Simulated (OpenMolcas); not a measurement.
# W2+: effect of the basis set

```
Program             : OpenMolcas 26.06
Method              : RASSCF
Active space        : 10 electrons in 8 orbitals (RAS1 5p, at most 2 holes; RAS2 5d)
State averaging     : 2S+1 = 5 even, 5 roots; 2S+1 = 3 even, 45 roots; 2S+1 = 1 even, 50 roots
Spin-orbit coupling : RASSI with atomic mean-field integrals over the reference wave functions, term energies averaged over their components
```

A. ANO-R2 [8s6p5d3f2g], X2C, finite nucleus; cost roughly 50 core-seconds
B. ANO-RCC-VTZP [8s7p5d3f2g1h], DKH2, point nucleus; cost about 60 core-seconds
C. ANO-RCC-VQZP [9s8p6d4f3g2h], DKH2, point nucleus; cost of the order of 120 core-seconds

Energies in cm⁻¹ above 5d⁴ ⁵D₀, the measured ground level; measured values from NIST levels as listed in McCann et al., Mon. Not. R. Astron. Soc. 538, 537 (2025).

```json
{"Level": "5d⁴ ⁵D₀", "A": "0.0", "B": "0.0", "C": "0.0", "Measured": "0.0"}
{"Level": "5d⁴ ⁵D₁", "A": "1912", "B": "1839", "C": "1914", "Measured": "2256"}
{"Level": "5d⁴ ⁵D₂", "A": "4046", "B": "3919", "C": "4048", "Measured": "4461"}
{"Level": "5d⁴ ⁵D₃", "A": "6058", "B": "5900", "C": "6060", "Measured": "6278"}
{"Level": "5d⁴ ⁵D₄", "A": "7865", "B": "7699", "C": "7869", "Measured": "7687"}
{"Level": "5d⁴ ³P₀(1) [68 %]", "A": "14241", "B": "14228", "C": "14274", "Measured": "9904"}
{"Level": "5d⁴ ³H₄ [59 %]", "A": "17049", "B": "17066", "C": "17095", "Measured": "13701"}
{"Level": "5d⁴ ³P₁(1)", "A": "19128", "B": "19059", "C": "19186", "Measured": ""}
{"Level": "5d⁴ ³G₃ [53 %]", "A": "19894", "B": "19884", "C": "19953", "Measured": ""}
{"Level": "5d⁴ ³F₂(1)", "A": "20320", "B": "20305", "C": "20382", "Measured": ""}
{"Level": "5d⁴ ³H₅", "A": "20418", "B": "20375", "C": "20482", "Measured": ""}
{"Level": "5d⁴ ³H₆", "A": "22162", "B": "22103", "C": "22231", "Measured": ""}
{"Level": "5d⁴ ³P₂(1) [72 %]", "A": "24189", "B": "24099", "C": "24268", "Measured": ""}
{"Level": "5d⁴ ³G₄ [52 %]", "A": "25121", "B": "25067", "C": "25199", "Measured": ""}
{"Level": "5d⁴ ³F₃(1) [55 %]", "A": "25816", "B": "25714", "C": "25898", "Measured": ""}
{"Level": "5d⁴ ³D₃", "A": "28051", "B": "28021", "C": "28134", "Measured": ""}
{"Level": "5d⁴ ³G₅", "A": "28286", "B": "28151", "C": "28378", "Measured": ""}
{"Level": "5d⁴ ³D₁", "A": "30536", "B": "30445", "C": "30631", "Measured": ""}
{"Level": "5d⁴ ¹I₆", "A": "31059", "B": "30978", "C": "31166", "Measured": ""}
{"Level": "5d⁴ ¹G₄(1) [57 %]", "A": "33985", "B": "33831", "C": "34105", "Measured": ""}
{"Level": "5d⁴ ¹S₀(1)", "A": "34015", "B": "33916", "C": "34137", "Measured": ""}
{"Level": "5d⁴ ¹D₂(1) [51 %]", "A": "35985", "B": "35900", "C": "36103", "Measured": ""}
{"Level": "5d⁴ ¹F₃ [73 %]", "A": "38783", "B": "38742", "C": "38904", "Measured": ""}
{"Level": "5d⁴ ³P₂(2)", "A": "42238", "B": "42247", "C": "42369", "Measured": ""}
```

Deviations, from unrounded energies. A percentage is the sum of absolute deviations over the sum of measured energies, with the sign that they share, or ± where signs differ.

```tsv
Against measurement	Levels	A	B	C
mean absolute deviation (cm-1)	6	1500	1500	1500
fine structure of the ground term (%)	4	±5.6	±6.5	±5.6
other terms of the ground configuration (%)	2	+32.6	+32.6	+32.9
```

A, B, C lie about equally close to measurement. The largest miss of A in the table is 5d⁴ ³P₀(1) [68 %], by +4300 cm-1. The ranking rests on the paired levels alone, and a cruder setting can come out closer through cancelling errors.

Among A to C the level of the table that moves most is 5d⁴ ¹G₄(1) [57 %], by 270 cm-1 (lowest in B, highest in C).

Without dynamic correlation excited terms often stand tens of per cent too high (terms of higher spin than the ground term too low), and those without a measured partner can miss by more than the paired ones. Active for correlation alone: 5p; no level in the range computed is led by a configuration that opens it, so any true level of that kind is missing. Measured partners are found by configuration, term and J. A level has none where our copy of the source lacks it or the pairing is in doubt (some pairs that miss far off the trend of their configuration count as doubtful), and it then counts in no deviation. Levels of configurations outside the active space are missing. Levels that lie high or do not pair safely by name in every column are left out.

A share in square brackets marks a mixed level and gives the weight of the term that names it, the lowest over the columns. A number in round brackets counts repeated terms of one configuration in the order of the reference energies.
